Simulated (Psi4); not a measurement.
A dimer, H3N ··· HF (SMILES N and F); the first 4 atoms form monomer A.

```
6

N      0.0001     0.0021     0.2791
H      0.9369    -0.1060    -0.0927
H     -0.5597    -0.7594    -0.0870
H     -0.3773     0.8633    -0.0993
F     -2.9830     2.3339     0.4322
H     -2.9136     3.2541     0.4875
```

Question: What interaction energy does SAPT0/jun-cc-pVDZ, frozen core in Psi4 give, and which attractive term is the largest?

Answer: Total -0.25 kcal/mol: electrostatics -0.22, exchange 0.11, induction -0.03, dispersion -0.10. The most attractive term is electrostatics.
